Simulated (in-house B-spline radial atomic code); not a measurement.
Values are calculated unless marked as measured or tabulated.
Building a PAW p channel for S, r_c = 1.68 bohr

S, [Ne] 3s2 3p4, non-relativistic LDA (VWN5), spherical and spin-unpolarised, from a B-spline radial code for spherical atoms (atomic units; all potentials screened as in the neutral atom).

Two all-electron partial waves φ1, φ2 are integrated outwards at E1 = ε(3p) = -0.261676 and E2 = E1 + 2 hartree; φ1 is the bound orbital and φ2 has unit norm inside r_c = 1.6835 bohr. Smooth partners are polynomials, r^2(a0 + a1 r² + a2 r⁴ + a3 r⁶), matched to φ and three derivatives at r_c, with no condition on the norm. The local potential is -6.57945 + (5.03802) r² + (-1.70615) r⁴ + (0.219238) r⁶ inside 1.3783 bohr and the all-electron one outside.

```
wave      φ(r_c)      φ'(r_c)         a0          a1          a2            a3
   1   0.7244438  -0.06202993  0.8286314  -0.3439955  0.06285184  -0.004521678
   2  0.01035998      2.94093  -2.661702     1.82138  -0.3981045    0.03079551
```

Inside r_c the overlaps are <φi φj> = [[0.38236, -0.53280], [-0.53280, 1.00000]] and, for the smooth waves, [[0.38975, -0.54812], [-0.54812, 1.03112]]. With χj = (Ej − T − V_local) applied to smooth wave j, the program's quadrature gives the matrix B_ij = <smooth i, χj> as [[0.20407, -0.51824], [-0.48758, 1.35478]].

Check the match of the first wave, and find the augmentation charges q_ij.

At r_c the four terms are 2.34848, -2.76315, 1.43086, -0.29175, which sum to 0.7244, φ1(r_c) to rounding. q_ij is the all-electron overlap less the smooth one: [[-0.00739, 0.01533], [0.01533, -0.03112]]. The smooth first wave has a norm of 0.3897 inside r_c against 0.3824, so q11 is negative and must stay small enough for the overlap operator to be positive.

B isn't symmetric. Show that D_ij = B_ij + Ej q_ij is.

Integrating by parts gives B12 − B21 = (E1 − E2) q12: -0.51824 − (-0.48758) = -0.03066, and −2 × (0.01533) = -0.03066. So D12 = -0.51824 + (1.738324)(0.01533) = -0.49159 and D21 = -0.48758 + (-0.261676)(0.01533) = -0.49159; D11 = 0.20600, D22 = 1.30068. The projectors, p = (B⁻¹)ᵀ χ, are dual to the smooth waves; det B = 0.024.

Solving (T + V_local + Σ p D p) ψ = E (1 + Σ p q p) ψ in a sphere of 9 bohr, whose wall lifts the free-atom level a little, gives these levels:

```csv
all-electron,one projector,two projectors
-0.261642,-0.261642,-0.261642
0.089425,0.089283,0.089420
0.385124,0.384213,0.385106
0.835731,0.831982,0.835700
1.427930,1.416280,1.427920
```

What does the second projector gain?

With one projector the errors are 0.00, -0.14, -0.91, -3.75, -11.65 millihartree. With two the errors are 0.00, 0.00, -0.02, -0.03, -0.01 millihartree. The scattering is exact at E1 and at E2 = 1.738, and over all levels compared the largest error is 0.031 millihartree. The lowest eigenvalue of the overlap operator is 0.9433 with one and 0.9691 with two projectors. The smooth orbital alone needs a cutoff of 6.34 hartree for 1 millihartree of kinetic energy, against 6.62 for a norm-conserving Troullier-Martins orbital of the same radius.
